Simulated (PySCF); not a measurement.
# Structure elucidation problem

An unknown has the formula C$_{5}$H$_{13}$OPSi$_{2}$. Its calculated NMR data are:

¹H NMR (500 MHz, computed): δ 7.03 (m, 1H), 3.82 (m, 1H), 3.64 (m, 1H), 2.81 (m, 1H), 2.77 (m, 1H), 2.54 (m, 1H), 2.49 (m, 1H), 1.22 (br s, 1H), 1.00 (m, 2H), 0.29 (s, 3H).

¹³C{¹H} NMR (computed): δ 161.7 (C), 161.2 (CH), 34.6 (CH2), 33.6 (CH2), 3.3 (CH3).

Level of theory: structure optimised with GFN2-xTB, GIAO PBE0/pcSseg-1 shieldings, in PySCF 2.14 (one averaged value for each set of equivalent atoms, one conformer, relativity neglected, isolated molecule).

Scale: ¹H (σ = 31.72 ppm) and ¹³C (σ = 186.93 ppm) vs TMS (reference shieldings calculated alike).

What is the structure?

Answers


5 carbon signals for 5 carbons: no two carbons are equivalent. Carbon types of the structure: 1 × C, 1 × CH, 2 × CH2, 1 × CH3, leaving 5 H on heteroatoms. δC 161.7: fully substituted alkene carbon; the olefinic region. δC 161.2: alkene CH; the olefinic region. δC 34.6, 33.6: allylic sp3 CH2; a saturated carbon with 2 carbon neighbours and no heteroatom attached. δC 3.3: methyl carbon bonded to Si; an electropositive neighbour leaves it electron-rich and shielded. δH 7.03: hydrogen on an alkene CH; a vinylic proton, deshielded by the sp2 carbon and the C=C anisotropy. δH 1.22: hydrogen on an oxygen bonded to Si; labile proton, position sensitive to the medium. δH 0.29: hydrogen on a methyl carbon bonded to Si; an electropositive neighbour shields it, as in TMS itself.

Structure: `C1C=C([Si@](C)(O)[SiH2]P)C1`.

This is the structure that produced the data.

OH and NH positions are those of a molecule without intermolecular hydrogen bonds; in solution they move with solvent, concentration and temperature, and exchange usually removes their couplings. Splittings by ³¹P in the carbon and heteronuclear signals aren't shown, as no couplings were computed. Shifts are as computed. Against solution values, carbons near 30 ppm lie about +3 ppm off and those near 130 ppm about +5 ppm. Of 1211 compounds with measured shifts, 218 miss one by over three times the rms of a fit or turn the order of signals round; such compounds aren't used in these exercises. No couplings were computed; multiplicities are counted from neighbouring protons, with m where these are inequivalent, close in shift, in a saturated or five-membered ring or joined by F or P, and br s for small geminal =CH2 splittings.
